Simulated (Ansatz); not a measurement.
Basis sets compared for B₈N⁺ (the lowest singlet isomer of a short search). Total charge 1; singlet. Geometry PBE0-D4/def2-SVP. Ansatz on 4 threads of Intel Xeon Platinum 8488C on a shared host; times are rough, and most runs start from earlier orbitals.

```tsv
atom	x (Å)	y (Å)	z (Å)
N1	-2.158	0.067	1.292
B2	-1.080	0.852	1.283
B3	-1.626	-0.828	0.457
B4	1.587	1.243	-0.325
B5	0.815	-1.131	-1.492
B6	-0.472	-1.342	-0.576
B7	1.841	0.054	-1.326
B8	0.386	1.299	0.721
B9	0.707	-0.214	-0.033
```

The structure comes from a short search, and lower isomers may exist.

| level | functions | energy (Eh) | HOMO (eV) | LUMO (eV) | wall time |
| --- | --- | --- | --- | --- | --- |
| PBE-D4/def2-SVP | 126 | -252.5400 | -11.39 | -10.82 | 1.1 s |
| PBE0-D4/def2-SVP | 126 | -252.5653 | -12.28 | -9.97 | 1.2 s |

Task: Estimate the rows for PBE-D4/def2-TZVP, PBE0-D4/def2-TZVP.

Result: 
| level | functions | energy (Eh) | HOMO (eV) | LUMO (eV) | wall time |
| --- | --- | --- | --- | --- | --- |
| PBE-D4/def2-TZVP | 279 | -252.8031 | -11.37 | -10.77 | 2.5 s |
| PBE0-D4/def2-TZVP | 279 | -252.8275 | -12.24 | -9.91 | 4.4 s |
